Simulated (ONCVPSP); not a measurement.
## An all-electron radial function and its pseudo partner (V)

Columns: radius, all-electron u(r) and pseudo u(r) of the 3s shell (level -66.57 eV) of vanadium in the configuration [Ne] 3s2 3p6 3d4 4s1; PW91, scalar-relativistic, ONCV scheme, ONCVPSP 4.0.1.

```
r (bohr)  all-electron  pseudo
   0.093       -0.0521  0.1998
   0.185       -0.5760  0.3891
   0.278       -0.4658  0.5642
   0.370       -0.0470  0.7147
   0.463        0.4080  0.8386
   0.555        0.7643  0.9301
   0.648        0.9979  0.9897
   0.740        1.1140  1.0167
   0.833        1.1413  1.0140
   0.925        1.1069  0.9854
   1.018        1.0336  0.9350
   1.110        0.9405  0.8691
   1.203        0.8383  0.7917
   1.295        0.7371  0.7097
   1.388        0.6398  0.6257
   1.480        0.5511  0.5449
   1.573        0.4705  0.4684
   1.665        0.4000  0.3995
   1.758        0.3378  0.3378
   1.850        0.2847  0.2847
   1.943        0.2387  0.2386
   2.035        0.1999  0.1999
   2.128        0.1667  0.1666
   2.220        0.1390  0.1389
   2.313        0.1154  0.1154
   2.405        0.0959  0.0959
```

Question: How many radial nodes do the two functions have?

Answer: The all-electron 3s function has n − l − 1 = 2 (the table is too coarse to show those close to the nucleus); the pseudo-wave has 0, since the states of the same l below it are removed with the core.

Question: At about which radius was the pseudo-wave matched?

Answer: 1.85 bohr, where the columns begin to agree (steps of 0.09 bohr).

Question: Where does each function peak?

Answer: Outermost all-electron maximum near 0.83 bohr, pseudo maximum near 0.74 bohr (to the table’s step).

Question: Is the pseudo-wave norm-conserving?

Answer: Yes: the ONCV scheme keeps the norm inside the radius equal to the all-electron one, which fixes the energy derivative of the logarithmic derivative at the level.
